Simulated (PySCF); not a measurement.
Level of theory: PBE0 in PySCF with Cr def2-SVPD, O def2-SVPD; no relativity; density-fitted integrals. Open shells, if any, are unrestricted.

Task: What spin state, shape and geometry does isolated [CrO2]- take (every ligand bound to Cr)?

Result: Formally Cr is in oxidation state +3, d3, with 3 unpaired electrons (the high-spin count). The Mulliken spin on Cr is 3.50. The polar-tensor charge on Cr, 0.98, is far below the formal one. The lowest minimum found is a quartet of C2v symmetry with Cr–O 1.636 Å (×2); O–Cr–O 139.1°. Its harmonic wavenumbers are 230 (a1), 883 (a1), 951 (b2) cm⁻¹ and its dipole moment is 1.56 D about the centre of mass.

This need not be the most stable arrangement of these atoms. Other spin states or occupations of the open shell can lie lower. The lowest empty level of this anion is unbound, so it and the gap depend on the basis.
